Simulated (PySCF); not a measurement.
## I²⁺: excitation energy

I²⁺ [Kr] 4d10 5s2 5p3 (4S) → I²⁺ [Kr] 4d10 5s2 5p2 5d1 (high-spin determinant), as a difference of total energies. Computed with PySCF 2.14 in aug-cc-pV5Z-PP with ECP28MDF (8s8p6d4f3g2h, 139 functions), with scalar relativity through the core potential. Correlated levels: valence: 4s2 4p6 4d10 frozen. The calculations carry no spin-orbit coupling.

```tsv
method	excitation energy (eV)
UHF	14.737
PBE	13.677
PBE0	14.042
BHandHLYP	14.345
B2PLYP	14.124
B3LYP	13.957
MP2 (valence)	14.446
SCS-MP2 (valence)	14.452
```

Q: Estimate what LDA gives.

A: 13.901 eV, closest to B3LYP among the rows shown.

Q: Estimate what r2SCAN gives.

A: 14.226 eV, closest to B2PLYP among the rows shown.

The promoted electron is Rydberg-like, and one or two diffuse shells describe it only roughly, which tends to raise the upper state.

The determinant of the upper state mixes LS terms, which raises its energy above the lowest term, most at the Hartree-Fock and MP2 levels.
